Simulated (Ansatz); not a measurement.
C₂H₉NOSi (`CN([SiH3])CO`). The species carries charge 0 and has multiplicity 1.

Z-matrix (Å, degrees):
```
C
N 1 1.450
H 1 1.099 2 112.2
H 1 1.093 2 110.3 3 -120.6
H 1 1.092 2 110.3 3 120.4
Si 2 1.721 1 120.7 3 -93.1
C 2 1.432 1 114.7 3 68.6
H 6 1.494 2 114.9 1 73.5
H 6 1.486 2 107.5 1 -166.4
H 6 1.487 2 108.4 1 -46.2
O 7 1.408 2 112.9 1 68.1
H 7 1.098 2 108.5 1 -168.4
H 7 1.097 2 111.7 1 -49.2
H 11 0.962 7 107.3 2 56.6
```

**Question.** Give the diagnostics of a CCSD(T)/def2-TZVPP run (frozen core, Ansatz). (Best estimate.)

**Answer.** The calculation gave: T1 = 0.0109, largest single amplitude 0.015, largest double 0.012, (T) share of the correlation energy 3.6 %, 9 CCSD cycles. The RHF solution is stable towards an unrestricted one. T1 lies under the customary mark of 0.02 for closed shells.
